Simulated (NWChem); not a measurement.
**Correlation energy of Mg**

```xyz
1

Mg     0.0000     0.0000     0.0000
```
Charge 0, spin multiplicity 1.

Everything below was run with NWChem.

Basis set: def2-QZVP. Each correlation energy counts from its own Hartree-Fock reference.

The correlated methods keep 5 core orbitals frozen. Coupled-cluster values serve here as a point of comparison, not as the truth.

Q: One of these methods gave a correlation energy of -23.6 mHa. Which?
A. CCSD
B. MP2
C. SCS-MP2

A: B, MP2. The others give -28.3 (SCS-MP2), -33.8 (CCSD).
